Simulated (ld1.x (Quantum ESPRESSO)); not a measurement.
# Al: excitation energies, all-electron against TM

```
Element                 : Al (Z = 13)
Generator               : ld1.x (Quantum ESPRESSO) 7.5
Type                    : norm-conserving Troullier–Martins (Kleinman–Bylander form)
Functional              : revPBE
Relativity              : non-relativistic
Frozen core             : [Ne]
Valence charge          : 3
Reference configuration : 3s2 3p1
Partial waves           : 3s (bound): rc 2.20 bohr; 3p (bound): rc 2.40 bohr; 3d channel at -0.1 Ry: rc 2.45 bohr
Local potential         : the d channel
Core correction         : a·sin(br)/r model core inside 1.40 bohr
```

Energies are relative to the spin-unpolarised reference configuration 3s2 3p1; without spin polarisation the order of configurations can differ from experiment.

Question: Give the all-electron excitation energy and the error of the potential for: 3s2 3p0; 3s1 3p0; 3s2 3p0.5; 3s0 3p3; 3s2 3p1.3; 3s1 3p2; 3s1 3p1.

Answer:

```json
{"valence configuration": "3s2 3p0", "charge": "+1", "ΔE all-electron (eV)": "5.758", "error AE − PS (meV)": "+2.1"}
{"valence configuration": "3s1 3p0", "charge": "+2", "ΔE all-electron (eV)": "24.876", "error AE − PS (meV)": "+35"}
{"valence configuration": "3s2 3p0.5", "charge": "+0.5", "ΔE all-electron (eV)": "2.084", "error AE − PS (meV)": "+0.3"}
{"valence configuration": "3s0 3p3", "charge": "0", "ΔE all-electron (eV)": "10.315", "error AE − PS (meV)": "-6.7"}
{"valence configuration": "3s2 3p1.3", "charge": "-0.3", "ΔE all-electron (eV)": "-0.572", "error AE − PS (meV)": "0.0"}
{"valence configuration": "3s1 3p2", "charge": "0", "ΔE all-electron (eV)": "5.082", "error AE − PS (meV)": "-1.4"}
{"valence configuration": "3s1 3p1", "charge": "+1", "ΔE all-electron (eV)": "11.503", "error AE − PS (meV)": "+6.8"}
```
